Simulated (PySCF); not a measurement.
Property card for `[Cl][Sc]`

ScCl (singlet state).
Z-matrix (Å and degrees, PBE0-D3(BJ)/def2-SVP geometry), rows numbered from 1:
```
Cl
Sc  1  2.2067
```

PBE0-D3(BJ)/def2-SVP geometry (PySCF):

- Point group of the PBE0-D3(BJ)/def2-SVP geometry: C∞v
- Rotational constant B (linear) of the PBE0-D3(BJ)/def2-SVP geometry: 5.276 GHz

From PBE0/def2-SVPD ground state and vertical TDDFT (core frozen in the response) (PySCF):

- Dipole moment: 2.90 D
- HOMO energy: -4.98 eV
- LUMO energy: -2.57 eV
- HOMO–LUMO gap: 2.41 eV
- Lowest singlet excitation: 0.24 eV (5083 nm, f = 0.000 summed over 2 states within 0.01 eV)
- Static isotropic polarisability: 117.7 au
- Electronic spatial extent ⟨r²⟩ about the centre of nuclear charge: 237 bohr²

Monoisotopic mass (most abundant isotopes): 79.9248 u.

The polarisability is 17.45 Å³ as a volume (1 au = 0.148185 Å³), or 3.10 au for each of the 38 electrons. The dipole equals about 9.7 × 10⁻³⁰ C·m (1 D = 3.33564 × 10⁻³⁰ C·m). S1 lies 2.17 eV below the HOMO–LUMO gap. In wavenumbers S1 is 2000 cm⁻¹ (1 eV = 8065.54 cm⁻¹). The largest Löwdin shares of the HOMO are 0.87 on Sc2 and 0.13 on Cl1. B corresponds to 0.1760 cm⁻¹ and a moment of inertia of 95.8 u Å² (most abundant isotopes). Point group C∞v permits a dipole; with 2.90 D the species has a pure rotational spectrum.

Geometry: PBE0-D3(BJ)/def2-SVP; no solvent, vibrations or thermal averaging.
